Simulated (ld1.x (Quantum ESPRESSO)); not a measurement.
## What one change does to a pseudopotential (Ga (Z = 31), ultrasoft)

ld1.x (Quantum ESPRESSO) 7.5 input, shortened:

```
&input
   title='Ga', zed=31., rel=1, dft='PBE', iswitch=3,
   config='[Ar] 3d10 4s1 4p2'
 /
 &inputp
   pseudotype=3, tm=.true., lloc=-1, rcloc=1.90,
   nlcc=.false.,
   which_augfun='PSQ', rmatch_augfun_nc=.true.
 /
4
4S  1  0   1.00   0.00  1.65  1.95  0.0
4S  1  0   0.00  -0.40  1.65  1.95  0.0
4P  2  1   2.00   0.00  1.50  2.10  0.0
4P  2  1   0.00   1.45  1.50  2.10  0.0
 &test
   configts(1)='4s1 4p2'
 /
```

Change: core correction a·sin(br)/r model core inside 1.32 bohr.

Cutoffs: the cutoffs (Ry, on a coarse ladder) from which the occupation-weighted sum of valence levels, in a spherical-Bessel basis at the reference potential, stays within 10 and 1 mRy of its value at 400 Ry; they do not see the model core or the augmentation charge, which bear on the density cutoff. Errors are all-electron minus pseudo energies relative to the spin-unpolarised reference configuration.

Task: How do hardness, ghosts and transferability respond?

Result: Both files are so soft that the ladder of cutoffs tells neither apart; of the 7 tests that both files solve, the error grows in 2 and shrinks in 4 by more than 15 % and 0.3 meV (median size 32.3 → 16.3 meV); neither file shows a bound ghost. A model core, the more so a compact one, raises the density cutoff, which this test does not measure.

```tsv
quantity	base	changed
cutoff, loose	6 Ry	6 Ry
cutoff, tight	10 Ry	10 Ry
bound ghosts	none	none
error for 4s2 4p1, meV [ΔE -6.54 eV]	+27	-16
error for 4s2 4p0, meV [ΔE -0.85 eV]	+69	-5.2
error for 4s1 4p0, meV [ΔE 20.28 eV]	+62	-96
error for 4s1 4p1, meV [ΔE 6.52 eV]	-0.5	-11
error for 4s2 4p1.3, meV [ΔE -7.07 eV]	+21	-18
error for 4s0 4p3, meV [ΔE 6.83 eV]	+32	-17
error for 4s2 4p0.5, meV [ΔE -4.51 eV]	+42	-10.0
s: phases at 2.30 bohr within 0.05 rad from the reference energy up to (Ry; the scan ends near 5)	4.2	4.2
p: phases at 2.30 bohr within 0.05 rad from the reference energy up to (Ry; the scan ends near 5)	to the end of the scan	to the end of the scan
lowest overlap eigenvalue by channel	s 0.40, p 0.63	s 0.40, p 0.63
```
